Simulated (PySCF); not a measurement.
## Two-component Hartree-Fock for Br²⁹⁺ (bromine, charge +29)

Start: [He] 2s2 2p2; 2p1/2 filled at m_j = -1/2, +1/2. Calculated with PySCF 2.14 in an even-tempered Gaussian basis (17 s from 10 bohr⁻², ratio 2.4; 12 p from 13 bohr⁻², ratio 2.4; 5 d from 47 bohr⁻², ratio 2.6; 4 f from 70 bohr⁻², ratio 2.6): generalised Hartree-Fock with the X2C-1e Hamiltonian and a Gaussian nucleus; one run each with spin-orbit coupling (SO) switched off, then screened by Boettger's factors.

```json
{"spinor shell": "1s1/2", "electrons": "2", "ε, spin-free (eV)": "-15544.0", "ε, screened SO (eV)": "-15539.0", "weight of nominal j (screened SO)": "1.000", "rms radius, screened SO (bohr)": "0.0489"}
{"spinor shell": "2s1/2", "electrons": "2", "ε, spin-free (eV)": "-3463.5", "ε, screened SO (eV)": "-3462.1", "weight of nominal j (screened SO)": "1.000", "rms radius, screened SO (bohr)": "0.193"}
{"spinor shell": "2p1/2", "electrons": "2", "ε, spin-free (eV)": "-3346.5", "ε, screened SO (eV)": "-3366.9", "weight of nominal j (screened SO)": "1.000", "rms radius, screened SO (bohr)": "0.166"}
```

| quantity | spin-free | screened SO |
| --- | --- | --- |
| E (hartree) | -1753.60928 | -1755.74143 |
| M_J | 0 | 0 |
| ⟨J²⟩ | 2.000 | 0.000 |
| ⟨L²⟩ | 2.000 | 1.333 |
| ⟨S²⟩ | 2.000 | 1.333 |

Without spin-orbit coupling the j labels of p, d and f shells carry no meaning; the spin-free column gives the mean over the occupied spinors of each nl shell.
